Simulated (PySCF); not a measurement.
A structure optimised at PBE0-D3(BJ)/def2-SVP, used in a PySCF frequency run:

```xyz
14

C     -1.1126     1.8384     0.0000
Si     0.0989     0.4104     0.0000
F      1.6207     1.0304     0.0000
Si    -0.1406    -0.9026    -1.9326
Si    -0.1406    -0.9026     1.9326
H     -0.9760     2.4682     0.8927
H     -2.1473     1.4599     0.0000
H     -0.9760     2.4682    -0.8927
H      0.8568    -2.0159    -1.9475
H     -1.5164    -1.4944    -1.9414
H      0.0307    -0.0763    -3.1681
H      0.8568    -2.0159     1.9475
H      0.0307    -0.0763     3.1681
H     -1.5164    -1.4944     1.9414
```

Problem. Write its SMILES, formula and point group.

Solution. C[Si](F)([SiH3])[SiH3], CH₉FSi₃, Cs

Problem. What are its rotational constants (standard atomic weights)?

Solution. 2.3308, 1.5590, 1.3079 GHz
